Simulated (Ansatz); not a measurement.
`CS[SiH](N)Cl` and `B[SiH](N)Cl` differ in one atom or group.

Ansatz, PBE0-D4/def2-TZVP geometries, multiplicity 1. Each molecule was computed in one conformer, which needn't be the lowest.

| property | `CS[SiH](N)Cl` |
| --- | --- |
| size of the dipole moment (PBE/def2-TZVPP) / D | 2.46 |
| zero-point energy (PBE0-D4/def2-TZVP) / kJ/mol | 200.5 |
| HOMO–LUMO gap (B3LYP/def2-TZVPP) / eV | 6.88 |
| HOMO–LUMO gap (ωB97M-V/def2-TZVPP) / eV | 11.32 |
| HOMO energy (PBE0/def2-TZVPP) / eV | -7.14 |
| LUMO energy (PBE0/def2-TZVPP) / eV | 0.24 |

Task: What does the change do to each property? (Best estimate.)

Result: Ansatz gave: 
```tsv
property	`B[SiH](N)Cl`	shift
size of the dipole moment (PBE/def2-TZVPP) / D	3.10	0.64
zero-point energy (PBE0-D4/def2-TZVP) / kJ/mol	152.5	-48.0
HOMO–LUMO gap (B3LYP/def2-TZVPP) / eV	6.80	-0.08
HOMO–LUMO gap (ωB97M-V/def2-TZVPP) / eV	11.14	-0.18
HOMO energy (PBE0/def2-TZVPP) / eV	-7.63	-0.49
LUMO energy (PBE0/def2-TZVPP) / eV	-0.41	-0.65
```

With PBE0 the HOMO falls by 0.49 eV and the LUMO falls by 0.65 eV, so the gap narrows by about 0.16 eV. PBE moves the HOMO by -0.50 eV and ωB97M-V by -0.44 eV. The zero-point energy changes by -48.0 kJ/mol with -6 modes. Dipoles are sizes alone; their direction can turn.

B3LYP here is the variant with VWN-RPA as its local correlation; programs differ in this.
